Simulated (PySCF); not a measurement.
**Electronic absorption of C5H5NO2Se**

Compound: C5H5NO2Se.
InChI=1S/C5H5NO2Se/c1-4(7)8-5-2-9-3-6-5/h2-3H,1H3

Computed, not measured: TDDFT wB97X-D/def2-SVPD, vertical, gas phase, core orbitals frozen in the response (PySCF). Geometry: PBE0-D3(BJ)/def2-SVP, one conformer, isolated molecule. The wB97X-D/def2-SVPD calculation is non-relativistic and has no spin–orbit coupling, an omission that weighs most on selenium. Torsions of this conformer, `[CH3:1][C:2](=[O:3])[O:4][c:5]1[cH:6][se:7][cH:8][n:9]1`: C1–C2–O4–C5 180°, C2–O4–C5–C6 0°.

```
state  λ (nm)  E (eV)       f  |μ| (D)  symmetry  main configurations (H = HOMO, L = LUMO)
   S1   241.8    5.13   0.075     1.96        A′                                 H→L (92%)
   S2   236.9    5.23  0.0010     0.23         –                               H→L+1 (82%)
   S3   231.9    5.35  0.0003     0.12         –                               H-2→L (88%)
   S4   214.1    5.79  0.0012     0.23         –                H-3→L+2 (68%), H-3→L (21%)
   S5   206.3    6.01  0.0011     0.22         –                  H-1→L (72%), H→L+2 (19%)
   S6   198.7    6.24  0.0007     0.17         –                             H-1→L+1 (84%)
```

The lowest singlet comes at 242 nm (495 kJ/mol) in the ultraviolet; it is of moderate strength; its leading configuration is HOMO→LUMO (92%). The lowest level is also the most intense of those listed (f = 0.075). Löwdin shares by element: HOMO carbon 54% or more, selenium 23% (atoms not listed hold the other 22%); LUMO carbon 41% or more, selenium 24%, nitrogen 15% (atoms not listed hold the other 21%). Weighted by f, the mean energy of these states is 5.16 eV. The listed states span 1.11 eV, and the widest gap between neighbours is 0.44 eV (S3 to S4). Of the 6 states listed, 1 reaches f = 0.01 and 1 stays under 0.0005. No computed singlet lies in the visible range (380 to 750 nm); the lowest, at 242 nm, stands 1.86 eV above its violet end (3.26 eV). Symmetry labels in Cs follow from the direction of the transition dipole and are given only for states with f of 0.002 or more. Only the lowest 6 singlets were computed, as vertical energies without vibronic structure.
